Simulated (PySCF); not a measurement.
## Basis-set dependence of population analyses: `OCB(O)O`

Compound: CH5BO3.
SMILES with atom numbers: `[OH:1][CH2:2][B:3]([OH:4])[OH:5]` (hydrogens: H6 on O1; H7, H8 on C2; H9 on O4; H10 on O5)

PBE0 throughout (PySCF), one geometry, spherical d and f functions. Geometry: PBE0-D3(BJ)/def2-SVP, one conformer, isolated molecule. Atoms taken as equivalent share a column and are averaged.

Mulliken charges (e):

```json
{"basis": "STO-3G", "functions": "30", "O1": "-0.296", "C2": "-0.175", "B3": "+0.333", "O4/O5": "-0.322", "H6": "+0.197", "H7/H8": "+0.064", "H9/H10": "+0.228"}
{"basis": "6-31G", "functions": "55", "O1": "-0.628", "C2": "-0.334", "B3": "+0.653", "O4/O5": "-0.608", "H6": "+0.381", "H7/H8": "+0.182", "H9/H10": "+0.390"}
{"basis": "pcSseg-0", "functions": "55", "O1": "-0.665", "C2": "-0.551", "B3": "+0.878", "O4/O5": "-0.639", "H6": "+0.376", "H7/H8": "+0.238", "H9/H10": "+0.382"}
{"basis": "6-31G*", "functions": "80", "O1": "-0.661", "C2": "-0.290", "B3": "+0.510", "O4/O5": "-0.588", "H6": "+0.422", "H7/H8": "+0.171", "H9/H10": "+0.426"}
{"basis": "cc-pVDZ", "functions": "95", "O1": "-0.299", "C2": "-0.020", "B3": "-0.007", "O4/O5": "-0.104", "H6": "+0.152", "H7/H8": "+0.043", "H9/H10": "+0.148"}
{"basis": "def2-SVP", "functions": "95", "O1": "-0.358", "C2": "+0.011", "B3": "-0.015", "O4/O5": "-0.139", "H6": "+0.180", "H7/H8": "+0.049", "H9/H10": "+0.181"}
{"basis": "aug-cc-pVDZ", "functions": "160", "O1": "-0.485", "C2": "+0.766", "B3": "+0.714", "O4/O5": "-0.481", "H6": "+0.104", "H7/H8": "-0.285", "H9/H10": "+0.216"}
{"basis": "6-311+G(2d,p)", "functions": "165", "O1": "-0.464", "C2": "-0.399", "B3": "+1.020", "O4/O5": "-0.682", "H6": "+0.284", "H7/H8": "+0.155", "H9/H10": "+0.307"}
{"basis": "def2-TZVP", "functions": "185", "O1": "-0.478", "C2": "-0.158", "B3": "+0.219", "O4/O5": "-0.404", "H6": "+0.321", "H7/H8": "+0.125", "H9/H10": "+0.327"}
{"basis": "cc-pVTZ", "functions": "220", "O1": "-0.352", "C2": "-0.078", "B3": "+0.133", "O4/O5": "-0.240", "H6": "+0.212", "H7/H8": "+0.076", "H9/H10": "+0.206"}
{"basis": "IGLO-III", "functions": "225", "O1": "-0.451", "C2": "-0.332", "B3": "+0.747", "O4/O5": "-0.551", "H6": "+0.298", "H7/H8": "+0.121", "H9/H10": "+0.299"}
```

IAO charges (e):

```json
{"basis": "STO-3G", "functions": "30", "O1": "-0.347", "C2": "-0.289", "B3": "+0.335", "O4/O5": "-0.365", "H6": "+0.240", "H7/H8": "+0.124", "H9/H10": "+0.272"}
{"basis": "6-31G", "functions": "55", "O1": "-0.524", "C2": "-0.275", "B3": "+0.459", "O4/O5": "-0.518", "H6": "+0.349", "H7/H8": "+0.155", "H9/H10": "+0.358"}
{"basis": "pcSseg-0", "functions": "55", "O1": "-0.508", "C2": "-0.269", "B3": "+0.432", "O4/O5": "-0.494", "H6": "+0.336", "H7/H8": "+0.150", "H9/H10": "+0.349"}
{"basis": "6-31G*", "functions": "80", "O1": "-0.532", "C2": "-0.243", "B3": "+0.503", "O4/O5": "-0.536", "H6": "+0.348", "H7/H8": "+0.140", "H9/H10": "+0.358"}
{"basis": "cc-pVDZ", "functions": "95", "O1": "-0.532", "C2": "-0.242", "B3": "+0.486", "O4/O5": "-0.532", "H6": "+0.349", "H7/H8": "+0.139", "H9/H10": "+0.362"}
{"basis": "def2-SVP", "functions": "95", "O1": "-0.528", "C2": "-0.239", "B3": "+0.480", "O4/O5": "-0.526", "H6": "+0.346", "H7/H8": "+0.138", "H9/H10": "+0.359"}
{"basis": "aug-cc-pVDZ", "functions": "160", "O1": "-0.555", "C2": "-0.248", "B3": "+0.501", "O4/O5": "-0.553", "H6": "+0.364", "H7/H8": "+0.148", "H9/H10": "+0.374"}
{"basis": "6-311+G(2d,p)", "functions": "165", "O1": "-0.556", "C2": "-0.251", "B3": "+0.507", "O4/O5": "-0.556", "H6": "+0.364", "H7/H8": "+0.149", "H9/H10": "+0.374"}
{"basis": "def2-TZVP", "functions": "185", "O1": "-0.553", "C2": "-0.249", "B3": "+0.511", "O4/O5": "-0.555", "H6": "+0.362", "H7/H8": "+0.148", "H9/H10": "+0.372"}
{"basis": "cc-pVTZ", "functions": "220", "O1": "-0.551", "C2": "-0.250", "B3": "+0.510", "O4/O5": "-0.555", "H6": "+0.362", "H7/H8": "+0.147", "H9/H10": "+0.373"}
{"basis": "IGLO-III", "functions": "225", "O1": "-0.557", "C2": "-0.251", "B3": "+0.511", "O4/O5": "-0.558", "H6": "+0.365", "H7/H8": "+0.149", "H9/H10": "+0.375"}
```

Some averages cover members that differ in this geometry, most widely: H9/H10, Mulliken in aug-cc-pVDZ +0.169 to +0.263; O4/O5, Mulliken in aug-cc-pVDZ -0.510 to -0.451; H7/H8, Mulliken in IGLO-III +0.097 to +0.145; H7/H8, Mulliken in 6-31G +0.159 to +0.205 e.

Q: Which scheme is steadiest as the basis changes?

A: Largest range over the bases for any column: IAO 0.21 e, Mulliken 1.32 e. IAO charges move least and Mulliken charges most, counted in e. Without the minimal STO-3G basis the ranges are IAO 0.08, Mulliken 1.32 e.

Q: How much do the charges still move between the two largest bases, cc-pVTZ and IGLO-III?

A: At most, over all atoms: Mulliken 0.614 e, IAO 0.006 e.

Q: What do the same runs give for the total energy, the frontier levels and the dipole moment?

A: 
| basis | energy (Eh) | HOMO (eV) | LUMO (eV) | μ (D) |
| --- | --- | --- | --- | --- |
| STO-3G | -287.4939 | -3.95 | 5.15 | 2.12 |
| 6-31G | -291.2997 | -7.76 | 1.24 | 3.81 |
| pcSseg-0 | -290.7100 | -7.81 | 1.16 | 3.78 |
| 6-31G* | -291.3912 | -7.52 | 1.62 | 3.04 |
| cc-pVDZ | -291.4312 | -7.52 | 1.32 | 2.84 |
| def2-SVP | -291.1978 | -7.65 | 1.18 | 3.01 |
| aug-cc-pVDZ | -291.4641 | -7.92 | -0.45 | 2.90 |
| 6-311+G(2d,p) | -291.5172 | -7.96 | -0.32 | 3.01 |
| def2-TZVP | -291.5400 | -7.88 | 0.38 | 2.99 |
| cc-pVTZ | -291.5311 | -7.80 | 0.67 | 2.90 |
| IGLO-III | -291.5506 | -7.92 | 0.11 | 2.94 |

The dipole is fixed by the density alone, so its range of 1.69 D shows that the density itself changes with the basis, not only its division among atoms.
